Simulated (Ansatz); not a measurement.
The same path of C₂H₇BFN (12 atoms, charge 0, multiplicity 1) was run twice with different band settings. Lost on the way: B1–H2, C5–H6. Made: B1–C5, H2–H6.

Computed with Ansatz, UKS B3LYP-D4/6-31G*.

Relaxed end points:

```xyz
12
Properties=species:S:1:pos:R:3
B -1.136 -0.531 -0.943
H -0.945 -0.706 -2.111
N -0.121 -0.058 -0.108
C -0.302 0.166 1.318
C 1.209 0.250 -0.603
H 1.261 0.058 -1.676
F -2.355 -0.798 -0.437
H -0.118 1.218 1.577
H -1.322 -0.092 1.606
H 0.396 -0.450 1.903
H 1.462 1.306 -0.425
H 1.970 -0.364 -0.101
```

```xyz
12
Properties=species:S:1:pos:R:3
B -0.930 0.691 -1.015
H 0.383 -1.997 -0.936
N -0.360 0.345 0.158
C -0.175 -0.136 1.496
C 0.535 1.130 -0.772
H 0.779 -2.586 -1.156
F -2.040 0.622 -1.733
H 0.057 0.692 2.179
H -1.090 -0.628 1.841
H 0.650 -0.858 1.542
H 0.795 2.140 -0.434
H 1.396 0.584 -1.170
```

Common settings: climbing image yes; spring 5.0 eV/Å²; optimiser quadratic models (default); start path through a guess of the saddle point; force threshold 0.03 eV/Å; iteration limit 60; end points relaxed.

| run | movable images |
| --- | --- |
| 1 | 9 |
| 2 | 2 |

Question: What does each run give, and how far can it be trusted?

Answer: Run 1: converged after 29 iterations, highest image 3.676 eV above the first end. The profile has 2 maxima (images 2, 6) with wells between them (image 3): this band takes more than one step, which may be the mechanism or a detour left from its start path. Neighbouring images differ by up to 2.4 eV, so the band resolves the path poorly. A vibrational analysis at the climbing image gives one clearly imaginary mode, 744i cm⁻¹: a first-order saddle point.
Run 2: converged after 32 iterations, highest image 3.676 eV above the first end. Neighbouring images differ by up to 3.7 eV, so the band resolves the path poorly. Another band between the same ends (9 images) ends at a top of the same energy, where a vibrational analysis finds 1 clearly imaginary mode. So few images can step over the top or miss a turn of the path.
The orbitals stay closed-shell, which can raise the energy where a bond breaks towards radicals; this wasn't checked here.
